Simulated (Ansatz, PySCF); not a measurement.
Noncovalent pair: HF (SMILES F) (first 2 atoms) with CH4S (SMILES CS); geometry from B3LYP-D3(BJ)/def2-TZVP, rigid monomers moved along the line of their centres of mass till H2···S4 is 1.95 Å.
(charge 0, multiplicity 1):
```xyz
8

F      0.311     0.518    -0.586
H      0.477     0.060     0.224
C      0.215     1.212     2.598
S      0.613    -0.495     2.090
H     -0.152     1.233     3.621
H      1.150     1.767     2.541
H     -0.504     1.659     1.917
H     -0.634    -0.991     2.157
```

Interaction energies are E(AB) − E(A) − E(B) at the monomers' geometry in the complex; basis-set methods are counterpoise corrected. Rows marked so take none.

Rows in 3-21G, STO-3G carry no dispersion term and start afresh at each structure.

Run with Ansatz (Gaussian orbitals); PySCF for 3-21G rows, STO-3G rows. 

Problem. One of these levels gives -23.6 kJ/mol for the interaction energy. Name it.
(A) HF/aug-cc-pV(D+d)Z
(B) HF/STO-3G (no counterpoise)
(C) B3LYP/3-21G (no counterpoise)
(D) PBE/def2-TZVPPD

Solution. C, B3LYP/3-21G (no counterpoise). The others give -1.4 (HF/STO-3G (no counterpoise)), -8.0 (HF/aug-cc-pV(D+d)Z), -30.1 (PBE/def2-TZVPPD)

Ansatz is a quantum-chemistry and plane-wave program.
